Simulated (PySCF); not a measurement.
Si(OSiH3)2(H)(F) (FH₇O₂Si₃), SMILES F[SiH](O[SiH3])O[SiH3]. Heavy atoms are numbered as in [SiH:1]([F:2])([O:3][SiH3:4])[O:5][SiH3:6]. Hydrogens are named by the atom that carries them.

The structure is a stationary point at PBE0-D3(BJ)/def2-SVP. Other conformers were not sampled.

The numbers are results of M06-2X/def2-TZVP (PySCF), not measurements.

ESP charges are fitted to the potential on shells at 1.4 to 2.0 van der Waals radii. Atomic charges (e), one atom of each kind:

```
atom        ESP fit    IAO
----------  -------  -----
Si1 (SiH)      0.66   1.61
F2            -0.27  -0.55
O3            -0.34    ___
Si4 (SiH3)     0.35    ___
H on Si1      -0.07  -0.17
H on Si4      -0.07    ___
```

What belongs in the gaps? (The exact figures need the calculation; the answer reports its results.)


- O3, IAO: -0.91
- Si4 (SiH3), IAO: 0.92
- H on Si4, IAO: -0.16

Computed Mayer and Wiberg (Löwdin basis) orders of the bonds:
```json
[
 {"bond": "Si1–F2", "Mayer": "1.08", "Wiberg": "1.68"},
 {"bond": "Si1–O3", "Mayer": "1.17", "Wiberg": "1.60"},
 {"bond": "O3–Si4", "Mayer": "1.07", "Wiberg": "1.54"},
 {"bond": "Si1–O5", "Mayer": "1.17", "Wiberg": "1.60"},
 {"bond": "O5–Si6", "Mayer": "1.06", "Wiberg": "1.54"}
]
```
